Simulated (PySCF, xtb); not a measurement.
BFHO, SMILES [OH+]=BF, charge +1.

xtb with GFN2-xTB at its own geometry gives an orbital gap of 9.26 eV.

Geometry optimised at B3LYP-D3(BJ)/def2-TZVP. The geometry has at least one imaginary mode, so it is a saddle point at that level. The isomer is the one that the SMILES or the coordinates give; other isomers of the formula were not compared.

Problem. What does M06-2X/def2-TZVPD run with PySCF give? (The exact figures need the calculation; the answer reports its results.)

Solution. gap 15.24 eV (levels -21.57 and -6.32 eV).
